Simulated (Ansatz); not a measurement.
C$_{2}$H$_{3}$FSi, SMILES `FC1=C[SiH2]1` at its PBE0-D4/def2-TZVP geometry, where that method's forces vanish. The species carries charge 0 and has multiplicity 1.

| atom | x (Å) | y (Å) | z (Å) |
| --- | --- | --- | --- |
| F1 | 0.1710 | -2.2179 | 0.4875 |
| C2 | 0.0490 | -0.9431 | 0.1677 |
| C3 | -0.5107 | -0.2755 | -0.8279 |
| Si4 | 0.2843 | 0.8224 | 0.3999 |
| H5 | -1.0645 | -0.4791 | -1.7342 |
| H6 | 1.5812 | 1.4895 | 0.1273 |
| H7 | -0.5103 | 1.6035 | 1.3796 |

(1) For each bond, give half the difference of the two atoms' forces along it (eV/Å; positive pushes the atoms apart) under PBE-D4, r2SCAN-D4, B3LYP-D4, ωB97M-V in def2-TZVPP. (Estimate.)

Answers

(1) Ansatz gave: 
```tsv
bond	length (Å)	PBE-D4	r2SCAN-D4	B3LYP-D4	ωB97M-V
F1–C2	1.320	0.39	0.31	0.43	0.34
C2–C3	1.323	0.29	0.02	-0.11	-0.09
C2–Si4	1.796	0.13	-0.06	-0.06	-0.09
C3–Si4	1.829	0.33	0.13	0.18	0.10
C3–H5	1.081	-0.09	-0.08	-0.10	-0.08
Si4–H6	1.484	-0.03	-0.05	-0.12	-0.14
Si4–H7	1.484	-0.03	-0.05	-0.12	-0.14
```

B3LYP here is the variant with VWN-RPA as its local correlation; programs differ in this.
